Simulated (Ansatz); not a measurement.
One change: `C[SiH2]C(O)F` becomes `C[SiH2]C(F)BF`.

Ansatz, PBE0-D4/def2-TZVP geometries, multiplicity 1. Each molecule was computed in one conformer, which needn't be the lowest.

| property | `C[SiH2]C(O)F` |
| --- | --- |
| HOMO–LUMO gap (PBE0/def2-TZVPP) / eV | 8.86 |
| HOMO energy (PBE/def2-TZVPP) / eV | -6.74 |
| LUMO energy (B3LYP/def2-TZVPP) / eV | 0.28 |
| LUMO energy (PBE0/def2-TZVPP) / eV | 0.61 |
| size of the dipole moment (PBE/def2-TZVPP) / D | 1.02 |
| size of the dipole moment (B3LYP/def2-TZVPP) / D | 1.09 |

Q: Give the same properties after the change, and the shifts. (Estimate.)

A: Computed: 
| property | `C[SiH2]C(F)BF` | shift |
| --- | --- | --- |
| HOMO–LUMO gap (PBE0/def2-TZVPP) / eV | 7.36 | -1.50 |
| HOMO energy (PBE/def2-TZVPP) / eV | -6.84 | -0.10 |
| LUMO energy (B3LYP/def2-TZVPP) / eV | -1.20 | -1.48 |
| LUMO energy (PBE0/def2-TZVPP) / eV | -0.95 | -1.56 |
| size of the dipole moment (PBE/def2-TZVPP) / D | 1.81 | 0.79 |
| size of the dipole moment (B3LYP/def2-TZVPP) / D | 1.78 | 0.69 |

With PBE0 the HOMO falls by 0.06 eV and the LUMO falls by 1.56 eV, so the gap narrows by about 1.50 eV. PBE moves the HOMO by -0.10 eV and ωB97M-V by -0.01 eV. Dipoles are sizes alone; their direction can turn.

B3LYP here is the variant with VWN-RPA as its local correlation; programs differ in this.
